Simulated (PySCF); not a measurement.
## ¹⁷O chemical shifts

Computational details: GIAO PBE0/pcSseg-1 shieldings, coordinates at the GFN2-xTB level, in PySCF (no solvent model, a single conformation, one averaged value for each set of equivalent atoms, no relativistic terms).

Shieldings were converted by a linear fit to measured shifts: ¹⁷O: δ = 266.70 − 0.911σ (rms 10.7 ppm, 155 shifts, 12.2 ppm with the 3 outliers that the fit left out vs liquid water, solution or neat liquid). Occasional misses reach two or three times the rms, and more in compound classes unlike the fitted ones.

**Question.** Give the ¹⁷O shifts of `C=C(OC(F)F)C(=O)C(F)F`, `FC1=C(OC(F)F)OC[C@H]1F`, `FC(F)OC1(OC(F)F)C=C1`, `COC[Si]1(CCl)COC1`, `CO[C@@H]1C[C@]1(Cl)CO[SiH3]`, `F[C@@H]1C=CO[C@@H]1OC(F)(F)F`.

**Answer.** 
```tsv
compound	environment	δ (ppm)
[CH2:1]=[C:2]([O:3][CH:4]([F:5])[F:6])[C:7](=[O:8])[CH:9]([F:10])[F:11]	O8: ketone oxygen	546.9
[CH2:1]=[C:2]([O:3][CH:4]([F:5])[F:6])[C:7](=[O:8])[CH:9]([F:10])[F:11]	O3: ether oxygen	122.3
[F:1][C:2]1=[C:3]([O:4][CH:5]([F:6])[F:7])[O:8][CH2:9][C@H:10]1[F:11]	O4: ether oxygen	110.9
[F:1][C:2]1=[C:3]([O:4][CH:5]([F:6])[F:7])[O:8][CH2:9][C@H:10]1[F:11]	O8: ether oxygen	43.6
FC(F)OC1(OC(F)F)C=C1	ether oxygen (×2)	114.7
[CH3:1][O:2][CH2:3][Si:4]1([CH2:5][Cl:6])[CH2:7][O:8][CH2:9]1	O8: ether oxygen	-34.9
[CH3:1][O:2][CH2:3][Si:4]1([CH2:5][Cl:6])[CH2:7][O:8][CH2:9]1	O2: ether oxygen	-41.2
[CH3:1][O:2][C@@H:3]1[CH2:4][C@:5]1([Cl:6])[CH2:7][O:8][SiH3:9]	O2: ether oxygen	-10.8
[CH3:1][O:2][C@@H:3]1[CH2:4][C@:5]1([Cl:6])[CH2:7][O:8][SiH3:9]	O8: oxygen bonded to C, Si	-32.3
[F:1][C@@H:2]1[CH:3]=[CH:4][O:5][C@@H:6]1[O:7][C:8]([F:9])([F:10])[F:11]	O5: ether oxygen	120.8
[F:1][C@@H:2]1[CH:3]=[CH:4][O:5][C@@H:6]1[O:7][C:8]([F:9])([F:10])[F:11]	O7: ether oxygen	101.0
```
